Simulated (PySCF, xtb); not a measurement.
H₂MoO₂S₂, SMILES [Mo]([OH])([OH])(=[S])=[S], multiplicity 1.

GFN2-xTB in xtb 6.7.1 at its own geometry gives an orbital gap of 2.03 eV and a dipole moment of 7.77 D.

The structure is a stationary point at PBE0-D3(BJ)/def2-SVP. The geometry has at least one imaginary mode, so it is a saddle point at that level. The multiplicity is an assumed one; other spin states were not compared. The def2 effective core potentials stand for the cores of Mo; spin–orbit coupling is left out. The values are those of a single conformer.

### Question
What does B3LYP/def2-TZVP in PySCF give? (The exact figures need the calculation; the answer reports its results.)

### Answer
gap 3.56 eV (levels -6.85 and -3.29 eV), dipole 0.93 D.
